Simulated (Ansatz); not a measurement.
Species: sum formula TaO$_{2}$F (charge 0, singlet). SMILES: [O]=[Ta](=[O])[F]
Geometry: optimised at B3LYP-D3(BJ)/def2-TZVP (Ansatz, a quantum-chemistry and plane-wave program).

Parts of the frozen-core correlation energy in def2-TZVPPD (Ansatz, hartree). Frozen orbitals: 7; correlated occupied orbitals by spin: 12 and 12; virtual: 160 and 160. Spin-orbit coupling is left out. In def2 rows, elements after Kr have scalar-relativistic effective core potentials.

| term | value |
|---|---|
| reference (HF) | -305.77595 |
| MP2 opposite-spin | (withheld) |
| MP2 same-spin | (withheld) |
| CCSD correlation | -0.89049 |
| (T) | (withheld) |
| T1 diagnostic | 0.027 |
| largest doubles amplitude | 0.028 |

Fill in the missing entries.


- MP2 opposite-spin, value: -0.67684
- MP2 same-spin, value: -0.26305
- (T), value: -0.04983
